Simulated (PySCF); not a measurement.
## Field gradients at the hydrogen positions

Species: C8H10Si.
SMILES with atom numbers: `[CH3:1][C:2]#[C:3][C:4]1=[CH:5][Si@@H:6]([CH3:7])[CH:8]=[CH:9]1` (hydrogens: H10, H11, H12 on C1; H13 on C5; H14 on Si6; H15, H16, H17 on C7; H18 on C8; H19 on C9)

Cartesian coordinates in Å at the GFN2-xTB level; atoms count from 1:
```xyz
19
C8H10Si angstrom
C      4.3522   -0.6138   -0.0612
C      2.9360   -0.3405   -0.1471
C      1.7548   -0.1207   -0.2270
C      0.3755    0.1595   -0.3143
C     -0.5657   -0.7218   -0.7130
Si    -2.2512    0.1139   -0.6919
C     -3.5094   -0.6416    0.5130
C     -1.4261    1.6933   -0.0620
C     -0.1106    1.4956    0.0486
H      4.5247   -1.6883    0.0012
H      4.8580   -0.2266   -0.9463
H      4.7747   -0.1342    0.8222
H     -0.3085   -1.7267   -1.0036
H     -2.8209    0.2762   -2.0371
H     -4.3905   -0.0131    0.5921
H     -3.0925   -0.7594    1.5085
H     -3.8298   -1.6186    0.1661
H     -1.8833    2.6394    0.1765
H      0.6028    2.2365    0.3829
```

Level: PBE0/pcSseg-1 (PySCF, non-relativistic); Q(2H) = 0.00286 b; rigid geometry, the same for H and D, with no vibrational averaging.

Question: Rank these positions by the coupling χzz of a deuteron there, largest first.
A. H13 (vinylic hydrogen)
B. H11 (methyl hydrogen)
C. H19 (vinylic hydrogen)
D. H14 (Si–H hydrogen)

Answer: A (228 kHz), C (218 kHz), B (207 kHz), D (107 kHz).

Question: What are Vzz, η and χzz (234.96 MHz × Q × Vzz) at all hydrogens?

Answer: 
```
atom  bonded to  bond length (Å)  Vzz (au)     η  χzz (kHz)
 H10         C1            1.090    0.3079  0.02        207
 H11         C1            1.091    0.3074  0.02        207
 H12         C1            1.090    0.3077  0.02        207
 H13         C5            1.077    0.3399  0.03        228
 H14        Si6            1.470    0.1593  0.00        107
 H15         C7            1.085    0.3266  0.01        219
 H16         C7            1.086    0.3247  0.01        218
 H17         C7            1.085    0.3266  0.01        219
 H18         C8            1.077    0.3411  0.02        229
 H19         C9            1.082    0.3240  0.04        218
```

Question: Average by the element that carries the hydrogen.

Answer: on C: 217 kHz over 9 positions, mean bond length 1.085 Å; on Si: 107 kHz over 1 position, mean bond length 1.470 Å.

Question: How does χzz go with the bond length over the 9 C–H bonds?

Answer: A straight-line fit has a slope of -16.2 kHz for each 0.01 Å, with a correlation coefficient of -0.96, over lengths from 1.077 to 1.091 Å. The longer bonds have the smaller couplings here.

Question: A static deuteron (I = 1) shows a doublet split by (3/2)χ, (3/4)χ(1 + η) and (3/4)χ(1 − η) with the field along z, y and x of the gradient. What are these for H15?

Answer: With |χ| = 219.5 kHz and η = 0.007: 329, 166 and 164 kHz, to first order and without motion.

Geometry: GFN2-xTB; no solvent, vibrations or thermal averaging. GFN2-xTB frequencies show an imaginary mode (21i cm⁻¹), so this geometry is no minimum at that level. GFN2-xTB bond lengths can be off by several hundredths of an ångström, more for odd bonds, and the gradients follow them. With a basis this small, the couplings can be 20 % off.
